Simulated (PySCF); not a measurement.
PySCF input for FH5OSi3, SMILES O1[SiH2][SiH]([SiH2]1)F, SMD-ωB97X/def2-SVP. Coordinates come from a PBE-D3(BJ)/def2-SVP optimisation. The structure was generated by enumeration, and PubChem lists no compound with its InChIKey, so it may never have been made.

```python
import numpy as np
from pyscf import gto, scf, dft
from pyscf.solvent import smd

mol = gto.M(
    atom='''
    F    -2.42047673   -0.54515489   -0.00000000
    Si   -1.09937553    0.44015184   -0.00000000
    Si    0.74936120   -0.05290474    1.40735678
    O     1.72820210   -0.11181060    0.00000000
    Si    0.74936120   -0.05290474   -1.40735678
    H    -1.60173722    1.86103497    0.00000000
    H     1.25933396    1.00487569    2.34789941
    H     0.72544348   -1.37535031    2.12484599
    H     0.72544348   -1.37535031   -2.12484599
    H     1.25933396    1.00487569   -2.34789942
    ''',
    basis='def2-SVP',
    charge=0,
    spin=0,
    max_memory=1600,
    verbose=3,
)
mf = dft.RKS(mol, xc='wb97x').density_fit(auxbasis='def2-universal-jkfit')
mf.grids.level = 3
mf.conv_tol = 1e-9
mf.max_cycle = 100
mf.kernel()
res = {}
for name in ['water', 'N,N-dimethylformamide', 'n-hexane']:
    s = mf.SMD()
    s.with_solvent.solvent, s.with_solvent.sasa_ng = name, 302
    s.kernel(mf.make_rdm1())
    res[name] = (s.e_tot, s.with_solvent.get_cds(), s.dip_moment(), s.mo_energy, s.converged)
    print(f'SMD {name}: dG(solv) = {(s.e_tot - mf.e_tot) * 627.509474:.3f} kcal/mol, of which CDS {res[name][1] * 627.509474:.3f}')
```

Program output:

```
converged SCF energy = -1046.17933094093
converged SCF energy = -1046.17989799045
Dipole moment(X, Y, Z, Debye): -0.49281,  1.19487,  0.00000
SMD water: dG(solv) = -0.356 kcal/mol, of which CDS 3.591
converged SCF energy = -1046.18322677027
Dipole moment(X, Y, Z, Debye): -0.29755,  1.16609,  0.00000
SMD N,N-dimethylformamide: dG(solv) = -2.445 kcal/mol, of which CDS 0.264
converged SCF energy = -1046.18207660523
Dipole moment(X, Y, Z, Debye): -0.22101,  0.97793,  0.00000
SMD n-hexane: dG(solv) = -1.723 kcal/mol, of which CDS -0.721
```

The run converged.

Cost: about 2.2 core-minutes (a rough figure).
